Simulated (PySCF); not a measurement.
From computed data to an observable: refractive index and permittivity of the vapour

C2H10FNSi2, SMILES NC[SiH2]C[SiH2]F.

Geometry: B3LYP-D3(BJ)/def2-SVP. This is a generated structure with no PubChem entry under its InChIKey; it may be hypothetical. One conformer was computed; it need not be the lowest.

HF/def2-TZVP (PySCF) gives a mean static polarisability of 77.4 bohr³ and a dipole moment of 3.58 D. Take an ideal gas at 298.15 K and 0.1 bar, whether or not the substance is that volatile.

**Question.** Work out n − 1 in the optical limit and the static ε − 1.

**Answer.** 
Polarisability volume α' = 77.4 × 0.148185 = 11.47 Å³. Number density N = p/kT = 2.43e-6 Å⁻³.
Dilute limit of Lorentz–Lorenz: n − 1 = 2π N α' = 0.00018.
Orientation term of Debye: μ²/(3kT) = 8.098 Å³ × μ²(D²) = 103.78 Å³.
ε − 1 = 4π N (α' + μ²/3kT) = 0.0035. Orientation of the dipole supplies 90 % of the static response; it can't follow optical fields. Vibrational polarisation and dispersion are left out.
